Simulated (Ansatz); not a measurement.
Task: Name a neutral molecule of Al, C, F, N, O and H with HOMO–LUMO gap (PBE/def2-TZVPP) between 4.60 and 4.90 eV and size of the dipole moment (PBE/def2-TZVPP) between 3.60 and 3.90 D (Ansatz, PBE0-D4/def2-TZVP geometry).

Result: `[CH3][Al]1[NH]C(F)[O]1` (4.80 eV, 3.74 D). Other molecules can fit too; these were computed, each in one conformer that needn't be the lowest.
